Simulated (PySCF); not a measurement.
## Core-level binding energies of `[H]/N=[CH]/[GeH3]`

CH₅GeN.
Z-matrix (Å and degrees, PBE0-D3(BJ)/def2-SVP geometry), rows numbered from 1:
```
N 
C   1  1.2696
Ge  2  1.9635  1  119.55
H   1  1.0281  2  110.86  3   179.98
H   2  1.1111  1  122.94  3  -179.97
H   3  1.5416  2  109.20  1  -120.91
H   3  1.5417  2  109.20  1   121.32
H   3  1.5331  2  109.37  1     0.17
```

Theory: delta-SCF UKS SCAN, pcX-2 on the ionised atom, pcseg-1 elsewhere, spin-free X2C (PySCF). Binding energies are ΔSCF values: E(core-ionised, relaxed orbitals) − E(ground state) at a fixed geometry, referred to the vacuum level.

Question: What binding energy does each computed site have?

Answer: 
```csv
atom(s),bonded to,level,binding energy (eV),count
C2,"N (double bond), H and Ge",C 1s,291.83,1
N1,C (double bond) and H,N 1s,404.95,1
```

Question: What is the longest wavelength that can ionise N 1s of N1 vertically?

Answer: λ = hc/E = 12398.42 eV Å / 404.95 eV = 30.617 Å.

The unrestricted hole states depart most from a pure doublet (⟨S²⟩ = 0.75; over 0.85 named) for C 1s of C2 (0.87), which makes this value less certain. No level of germanium is listed. Geometry: PBE0-D3(BJ)/def2-SVP; no solvent, vibrations or thermal averaging.

Hardware: one thread, x86-64 server, on a shared host. Cost: 6.5 s wall.
